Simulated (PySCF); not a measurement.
Simulation results for BH3N

All values are calculated (PySCF 2.14.0). Calculation on a computer-drawn molecule: vertical ionisation energy to the stated ion spin, frozen-core CCSD(T) at the basis limit and cheaper methods, single-reference cases, UHF for radicals, no spin-orbit; all values are single points at the evaluated structure, the first of each entry, which is the reference or a displaced copy of it and isn't optimised; the reference structure only sets the zero of the energies above reference; triples share is (T) over the correlation energy.

Common to all runs: charge 1; multiplicity 1; ion multiplicity 2; diffuse functions no; basis cc-pVnZ; reference is the Hartree-Fock double-zeta minimum; best is HF at quadruple zeta + MP2 correlation extrapolated from triple and quadruple zeta + CCSD(T) minus MP2 at triple zeta; basis step is the size of the change from the same recipe one zeta lower.

(1) BH3N

Evaluated structure:
```xyz
5
BH3N
B     -0.2443    -1.0143     0.7934
N      0.1352    -2.1273     1.3679
H     -0.5966    -0.0170     0.2823
H      1.6067    -2.6834     1.2407
H     -0.4815    -2.7071     1.9189
```

Reference structure:
```xyz
5
BH3N
B     -0.2462    -1.0135     0.7906
N      0.1450    -2.1266     1.3639
H     -0.5951    -0.0203     0.2791
H      1.0895    -2.4819     1.2890
H     -0.4710    -2.7057     1.9199
```

It finds ionisation energy best 19.16 eV; ionisation energy basis step 0.01219 eV; energy above reference best 57.42 kcal/mol; energy above reference basis step 0.2315 kcal/mol; ionisation energy Koopmans at triple zeta 19.52 eV; ionisation energy EOM CCSD at triple zeta 18.95 eV; total energy HF triple zeta -80.5406 hartree; total energy CCSD(T) triple zeta -80.8680 hartree; total energy best -80.9075 hartree; T1 diagnostic at triple zeta 0.01469; D1 diagnostic at triple zeta 0.03638; ion T1 diagnostic at triple zeta 0.01493; ion D1 diagnostic at triple zeta 0.04393; ion spin squared at triple zeta 0.7734; triples share at triple zeta 0.04039; basis functions triple zeta 102.

Drawn bonds:
```csv
atom,other atom,order
1,2,1
1,3,1
2,4,1
2,5,1
```

Triple zeta:
```csv
method,ionisation energy (eV),energy above reference (kcal/mol)
HF,17.16,67.5
PBE,19.21,52.88
r2SCAN,18.97,56.76
B3LYP,19.1,56.33
wB97X,18.93,59.64
MP2,19.11,58.28
CCSD,18.88,59.03
CCSD(T),19.03,57.47
```

(2) BH3N

Evaluated structure:
```xyz
5
BH3N
B     -0.2457    -1.0135     0.7879
N      0.1440    -2.1250     1.3623
H     -0.5973    -0.0197     0.2816
H      1.0901    -2.4857     1.2906
H     -0.4717    -2.7056     1.9211
```

Reference structure:
```xyz
5
BH3N
B     -0.2462    -1.0135     0.7906
N      0.1450    -2.1266     1.3639
H     -0.5951    -0.0203     0.2791
H      1.0895    -2.4819     1.2890
H     -0.4710    -2.7057     1.9199
```

The calculation gives: ionisation energy best 20.11 eV; ionisation energy basis step 0.03047 eV; energy above reference best -0.0177 kcal/mol; energy above reference basis step 0.003117 kcal/mol; ionisation energy Koopmans at triple zeta 20.28 eV; ionisation energy EOM CCSD at triple zeta 19.94 eV; total energy HF triple zeta -80.6481 hartree; total energy CCSD(T) triple zeta -80.9596 hartree; total energy best -80.9991 hartree; T1 diagnostic at triple zeta 0.0126; D1 diagnostic at triple zeta 0.03323; ion T1 diagnostic at triple zeta 0.008425; ion D1 diagnostic at triple zeta 0.02218; ion spin squared at triple zeta 0.7569; triples share at triple zeta 0.03454; basis functions triple zeta 102.

Drawn bonds:
```csv
atom,other atom,order
1,2,1
1,3,1
2,4,1
2,5,1
```

Triple zeta:
```csv
method,ionisation energy (eV),energy above reference (kcal/mol)
HF,18.28,0.03792
PBE,20.2,-0.066
r2SCAN,19.97,-0.03811
B3LYP,20.11,-0.04421
wB97X,19.98,-0.02142
MP2,20.06,-0.01521
CCSD,19.85,-0.007703
CCSD(T),19.98,-0.01479
```

(3) BH3N

Evaluated structure:
```xyz
5
BH3N
B     -0.3016    -1.0259     0.7721
N      0.0897    -2.1947     1.3836
H     -0.5916     0.0216     0.2478
H      1.0897    -2.5020     1.2825
H     -0.5097    -2.6725     1.8650
```

Reference structure:
```xyz
5
BH3N
B     -0.2462    -1.0135     0.7906
N      0.1450    -2.1266     1.3639
H     -0.5951    -0.0203     0.2791
H      1.0895    -2.4819     1.2890
H     -0.4710    -2.7057     1.9199
```

The calculation gives: ionisation energy best 19.76 eV; ionisation energy basis step 0.02936 eV; energy above reference best 11.64 kcal/mol; energy above reference basis step 0.3015 kcal/mol; ionisation energy Koopmans at triple zeta 19.91 eV; ionisation energy EOM CCSD at triple zeta 19.6 eV; total energy HF triple zeta -80.6291 hartree; total energy CCSD(T) triple zeta -80.9415 hartree; total energy best -80.9805 hartree; T1 diagnostic at triple zeta 0.01446; D1 diagnostic at triple zeta 0.04012; ion T1 diagnostic at triple zeta 0.00893; ion D1 diagnostic at triple zeta 0.02498; ion spin squared at triple zeta 0.7571; triples share at triple zeta 0.03518; basis functions triple zeta 102.

Drawn bonds:
```csv
atom,other atom,order
1,2,1
1,3,1
2,4,1
2,5,1
```

Triple zeta:
```csv
method,ionisation energy (eV),energy above reference (kcal/mol)
HF,17.9,11.99
PBE,19.87,11.82
r2SCAN,19.63,12.03
B3LYP,19.77,12.15
wB97X,19.62,11.94
MP2,19.71,11.58
CCSD,19.5,11.51
CCSD(T),19.63,11.35
```

(4) BH3N

Evaluated structure:
```xyz
5
BH3N
B     -0.2423    -1.0712     0.7600
N      0.1979    -2.1230     1.3996
H     -0.5794    -0.0593     0.2930
H      1.0993    -2.5085     1.2425
H     -0.4775    -2.7266     1.9593
```

Reference structure:
```xyz
5
BH3N
B     -0.2462    -1.0135     0.7906
N      0.1450    -2.1266     1.3639
H     -0.5951    -0.0203     0.2791
H      1.0895    -2.4819     1.2890
H     -0.4710    -2.7057     1.9199
```

Results for BH3N: ionisation energy best 20.12 eV; ionisation energy basis step 0.02956 eV; energy above reference best 1.949 kcal/mol; energy above reference basis step 0.004323 kcal/mol; ionisation energy Koopmans at triple zeta 20.29 eV; ionisation energy EOM CCSD at triple zeta 19.95 eV; total energy HF triple zeta -80.6442 hartree; total energy CCSD(T) triple zeta -80.9565 hartree; total energy best -80.9959 hartree; T1 diagnostic at triple zeta 0.0127; D1 diagnostic at triple zeta 0.03364; ion T1 diagnostic at triple zeta 0.00861; ion D1 diagnostic at triple zeta 0.02282; ion spin squared at triple zeta 0.7572; triples share at triple zeta 0.03481; basis functions triple zeta 102.

Drawn bonds:
```csv
atom,other atom,order
1,2,1
1,3,1
2,4,1
2,5,1
```

Triple zeta:
```csv
method,ionisation energy (eV),energy above reference (kcal/mol)
HF,18.28,2.497
PBE,20.2,1.693
r2SCAN,19.97,1.904
B3LYP,20.11,1.89
wB97X,19.98,2.041
MP2,20.06,1.957
CCSD,19.86,2.033
CCSD(T),19.99,1.956
```

(5) BH3N

Evaluated structure:
```xyz
5
BH3N
B     -0.2423    -1.0712     0.7600
N      0.1979    -2.1230     1.3996
H     -0.5794    -0.0593     0.2930
H      1.0993    -2.5085     1.2425
H     -0.5301    -2.7737     2.0029
```

Reference structure:
```xyz
5
BH3N
B     -0.2462    -1.0135     0.7906
N      0.1450    -2.1266     1.3639
H     -0.5951    -0.0203     0.2791
H      1.0895    -2.4819     1.2890
H     -0.4710    -2.7057     1.9199
```

It finds ionisation energy best 19.98 eV; ionisation energy basis step 0.02794 eV; energy above reference best 7.307 kcal/mol; energy above reference basis step 0.04938 kcal/mol; ionisation energy Koopmans at triple zeta 20.18 eV; ionisation energy EOM CCSD at triple zeta 19.8 eV; total energy HF triple zeta -80.6336 hartree; total energy CCSD(T) triple zeta -80.9480 hartree; total energy best -80.9874 hartree; T1 diagnostic at triple zeta 0.01289; D1 diagnostic at triple zeta 0.03411; ion T1 diagnostic at triple zeta 0.00899; ion D1 diagnostic at triple zeta 0.02362; ion spin squared at triple zeta 0.7581; triples share at triple zeta 0.0356; basis functions triple zeta 102.

Drawn bonds:
```csv
atom,other atom,order
1,2,1
1,3,1
2,4,1
2,5,1
```

Triple zeta:
```csv
method,ionisation energy (eV),energy above reference (kcal/mol)
HF,18.13,9.146
PBE,20.05,6.263
r2SCAN,19.83,7.108
B3LYP,19.97,7.021
wB97X,19.83,7.536
MP2,19.93,7.345
CCSD,19.71,7.539
CCSD(T),19.85,7.26
```

(6) BH3N

Evaluated structure:
```xyz
5
BH3N
B     -0.2423    -1.0712     0.7600
N      0.1979    -2.1230     1.3996
H     -0.5794    -0.0593     0.2930
H      1.0993    -2.5085     1.2425
H     -0.6234    -2.8570     2.0802
```

Reference structure:
```xyz
5
BH3N
B     -0.2462    -1.0135     0.7906
N      0.1450    -2.1266     1.3639
H     -0.5951    -0.0203     0.2791
H      1.0895    -2.4819     1.2890
H     -0.4710    -2.7057     1.9199
```

Drawn bonds:
```csv
atom,other atom,order
1,2,1
1,3,1
2,4,1
2,5,1
```

## Withheld values
1. Estimate the energy above reference basis step of BH3N (entry 6).
2. BH3N (entry 6): total energy best?

## Answers
1. 0.08946 kcal/mol
2. -80.9624 hartree

Further results for BH3N (entry 6):

```
ionisation energy best                    : 19.72 eV
ionisation energy basis step              : 0.02379 eV
energy above reference best               : 23.01 kcal/mol
ionisation energy Koopmans at triple zeta : 19.99 eV
ionisation energy EOM CCSD at triple zeta : 19.54 eV
total energy HF triple zeta               : -80.6045 hartree
total energy CCSD(T) triple zeta          : -80.9230 hartree
T1 diagnostic at triple zeta              : 0.01331
D1 diagnostic at triple zeta              : 0.03505
ion T1 diagnostic at triple zeta          : 0.01007
ion D1 diagnostic at triple zeta          : 0.02511
ion spin squared at triple zeta           : 0.7606
triples share at triple zeta              : 0.03707
basis functions triple zeta               : 102
```

Triple zeta:
```csv
method,ionisation energy (eV),energy above reference (kcal/mol)
HF,17.85,27.41
PBE,19.79,20.7
r2SCAN,19.56,22.59
B3LYP,19.7,22.37
wB97X,19.56,23.73
MP2,19.68,23.24
CCSD,19.46,23.62
CCSD(T),19.6,22.96
```
